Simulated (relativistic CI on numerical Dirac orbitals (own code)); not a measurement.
## Forbidden lines of Pd31+

These numbers are calculated, not measured: Dirac-Coulomb-Breit CI, KLI orbitals optimised for each configuration, model QED, unscaled Slater integrals (own radial code, finite nucleus).

CI space (outside the closed core [Ne]): 3s²3p³, 3s3p⁴, 3s²3p²3d, 3p⁵, 3s3p³3d, 3p⁴3d, 3s3p²3d², 3s²3p3d4p, 3p⁴4s, 3s3p²3d4s, 3p⁴4p, 3s²3p²4s, 3s²3p3d², 3s²3d³, 3s3p3d³, 3s²3d²4s, 3p³3d², 3p²3d³, 3p²3d²4s, 3s²3p3d4s, 3s3p3d²4s, 3s²3d4s², 3s3p²3d4p, 3s3p3d²4p, 3p²3d²4p, 3s3p3d4s4p. Double excitations out of closed p, d and f shells are left out; levels of such configurations are missing from the list, as are those of other unlisted configurations, and high levels can miss mixing partners.

| λ vac (Å) | Lower | Upper | Type | A (s⁻¹) | gf | Branching (%) |
| --- | --- | --- | --- | --- | --- | --- |
| 94.739 | 3s²3p³ ²D°5/2 [3] | 3s²3p²3d ⁴F9/2 [19] | M2 | 9.03e+02 | 1.21e-08 | 10.6 |
| 216.75 | 3s3p⁴ ⁴P5/2 [6] | 3s²3p²3d ⁴F9/2 [19] | E2 | 3.92e+02 | 2.76e-08 | 4.6 |
| 268.32 | 3s²3p³ ²D°3/2 [2] | 3s²3p³ ²P°3/2 [5] | M1 | 7.03e+05 | 3.04e-05 | 74.0 |
| 270.60 | 3s²3p³ ⁴S°3/2 [1] | 3s²3p³ ²P°1/2 [4] | M1 | 3.52e+05 | 7.72e-06 | 99.3 |
| 276.55 | 3s²3p²3d ⁴F7/2 [16] | 3s²3p²3d ²G9/2 [32] | M1 | 5.73e+04 | 6.57e-06 | 12.5 |
| 295.77 | 3s²3p²3d ⁴D7/2 [17] | 3s²3p²3d ²G9/2 [32] | M1 | 1.39e+05 | 1.82e-05 | 30.4 |
| 313.58 | 3s²3p³ ²D°5/2 [3] | 3s²3p³ ²P°3/2 [5] | M1 | 1.51e+05 | 8.90e-06 | 15.9 |
| 329.11 | 3s²3p³ ⁴S°3/2 [1] | 3s²3p³ ²D°5/2 [3] | M1 | 6.39e+04 | 6.22e-06 | 97.3 |
| 349.60 | 3s²3p²3d ⁴F9/2 [19] | 3s²3p²3d ²G9/2 [32] | M1 | 1.89e+05 | 3.46e-05 | 41.2 |
| 394.95 | 3s²3p³ ²P°1/2 [4] | 3s²3p³ ²P°3/2 [5] | M1 | 8.41e+04 | 7.87e-06 | 8.8 |
| 399.89 | 3s²3p³ ⁴S°3/2 [1] | 3s²3p³ ²D°3/2 [2] | M1 | 3.36e+05 | 3.22e-05 | 100.0 |
| 532.39 | 3s²3p²3d ²G7/2 [24] | 3s²3p²3d ²G9/2 [32] | M1 | 6.93e+04 | 2.94e-05 | 15.1 |
| 1323.4 | 3s²3p²3d ⁴F7/2 [16] | 3s²3p²3d ⁴F9/2 [19] | M1 | 6.68e+03 | 1.75e-05 | 78.6 |
| 1920.6 | 3s²3p²3d ⁴D7/2 [17] | 3s²3p²3d ⁴F9/2 [19] | M1 | 3.91e+02 | 2.16e-06 | 4.6 |

Terms are leading LS components. Brackets give the number of a level in order of energy, since labels repeat. The list gives strong lines, with weight on those to low levels, among the lowest 200 of 3317 levels, so that lines to higher ones, which can be the strongest, are missing. Levels whose partners in the same complex of configurations lie outside the list can be far off, and so can their lines. Rates are taken at the computed energies, electric ones in the length gauge.

At this charge energies of transitions that change n are usually good to better than 1 %, and those within a shell (Δn = 0) to a few per cent.

Problem. From the table, what is the radiative lifetime of 3s²3p²3d ⁴F9/2?

Solution. The listed rates from this level add up to about 8.36e+03 s⁻¹, 98 % of its decay; with all channels τ = 1.18e-04 s.

LS names give the leading component of a level, which can be under half, so a name can repeat, a term be missing and a line seem to break the LS rules.
